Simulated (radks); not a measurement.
Valence configurations of As I (all share [Ar]). Calculated with a radial shooting solver on a logarithmic mesh with Libxc functionals: Dirac Kohn-Sham, PBE, spin-unpolarised, spherical densities, finite nucleus; open shells fill j = l - 1/2 first; Fermi nuclear charge, rms radius 4.0968 fm. Energies are relative to 3d10 4s2 4p3; eigenvalues in eV.

valence           E (eV)  e(3d3/2)  e(3d5/2)  e(4p1/2)  e(4p3/2)  e(4s1/2)
3d10 4s2 4p3       0.000   -40.939   -40.211    -5.318    -5.047   -14.412
3d10 4s1.5 4p3.5   4.714   -41.801   -41.072    -5.665    -5.384   -14.875
3d10 4s1 4p4       9.490   -42.637   -41.907    -5.997    -5.706   -15.318
3d9.5 4s2 4p3.5   18.734   -46.231   -45.481    -5.989    -5.682   -15.566
3d10 4p5          19.215   -44.243   -43.511    -6.623    -6.315         -
3d9 4s2 4p4       39.822   -51.662   -50.889    -6.655    -6.313   -16.696
3d9 4s1 4p5       50.310   -53.230   -52.456    -7.281    -6.921   -17.510
3d9 4p6           60.995   -54.729   -53.954    -7.867    -7.491         -
3d8 4s2 4p5       89.333   -62.921   -62.102    -7.984    -7.569   -18.892

NIST lists [Ar] 3d10 4s2 4p3 as the ground configuration; this level of theory agrees among the configurations tried. The energies are those of spherical spin-averaged densities, not of single terms.
